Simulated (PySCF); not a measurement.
From one molecule to another.

First species: C₇H₅NS.
Atom-mapped SMILES: `[S:1]=[C:2]=[N:3][c:4]1[cH:5][cH:6][cH:7][cH:8][cH:9]1` (hydrogens: H10 on C5; H11 on C6; H12 on C7; H13 on C8; H14 on C9)

Second species: CH8O2Si3.
SMILES: `O=C([SiH3])O[SiH2][SiH3]`

Levels: wB97X-D/def2-SVPD for dipole moment, HOMO energy, LUMO energy, HOMO–LUMO gap, static isotropic polarisability and electronic spatial extent ⟨r²⟩ about the centre of nuclear charge; TDDFT wB97X-D/def2-SVPD for lowest singlet excitation; TDA wB97X-D/def2-SVPD for lowest triplet excitation (Tamm–Dancoff); GFN2-xTB for rotational constant A and rotational constant C. Geometries: GFN2-xTB. Each structure is a single optimised conformer of the isolated species, non-relativistic unless stated; the electronic structure was computed with PySCF and density fitting.

The conformers computed, where there is a choice (atom-mapped SMILES and torsion angles):
- `[S:1]=[C:2]=[N:3][c:4]1[cH:5][cH:6][cH:7][cH:8][cH:9]1`: C2–N3–C4–C5 180°
- `[O:1]=[C:2]([SiH3:3])[O:4][SiH2:5][SiH3:6]`: O1–C2–O4–Si5 -1°, C2–O4–Si5–Si6 3°

Problem. Which of the two has the higher HOMO energy, and by how much?

Solution. The first: -8.41 eV against -9.66 eV, a difference of 1.25 eV.

Problem. Which has the higher dipole moment?

Solution. The first: 2.81 D against 1.76 D, a difference of 1.05 D.

Problem. Which has the higher rotational constant A?

Solution. The first: 5.487 GHz against 3.917 GHz, a difference of 1.570 GHz.

Problem. Which of the two has the higher S1 energy, and by how much?

Solution. The second: 5.12 eV against 4.44 eV, a difference of 0.68 eV.

Problem. Which has the higher LUMO energy?

Solution. The second: 0.85 eV against 0.24 eV, a difference of 0.61 eV.

Problem. Which of the two has the higher HOMO–LUMO gap, and by how much?

Solution. The second: 10.51 eV against 8.65 eV, a difference of 1.86 eV.

Problem. Which has the higher ⟨r²⟩?

Solution. The first: 1833 bohr² against 1404 bohr², a difference of 429 bohr².

Problem. Which has the higher static isotropic polarisability?

Solution. The first: 119.1 au against 100.9 au, a difference of 18.2 au.

On the first: The 8 singlets span 4.44 to 6.75 eV, and their oscillator strengths add up to 2.11. No computed singlet falls in the visible range (750 to 380 nm, 1.65 to 3.26 eV); S1 lies 1.18 eV above its blue end.

On the second: The dipole equals about 5.9 × 10⁻³⁰ C·m (1 D = 3.33564 × 10⁻³⁰ C·m). The 8 singlets span 5.12 to 7.63 eV, and their oscillator strengths add up to 0.25.
